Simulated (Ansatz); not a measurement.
FH₅OSi₂ (`O[SiH2][SiH2]F`). The species carries charge 0 and has multiplicity 1.

```xyz
9

O    -0.155    0.646   -1.982
Si    0.658   -0.154   -0.788
Si   -0.510   -0.223    1.253
F    -1.876   -1.058    1.114
H    -0.427    1.548   -1.816
H     1.976    0.484   -0.491
H     0.896   -1.522   -1.310
H     0.314   -0.868    2.310
H    -0.875    1.147    1.710
```

(1) Give the diagnostics of a CCSD(T)/def2-TZVPP run (frozen core, Ansatz 0.2.0). (Best estimate.)

## Answers

(1) Computed: T1 = 0.0121, largest single amplitude 0.013, largest double 0.022, (T) share of the correlation energy 3.0 %, 9 CCSD cycles. The RHF solution is stable towards an unrestricted one. T1 lies under the customary mark of 0.02 for closed shells.
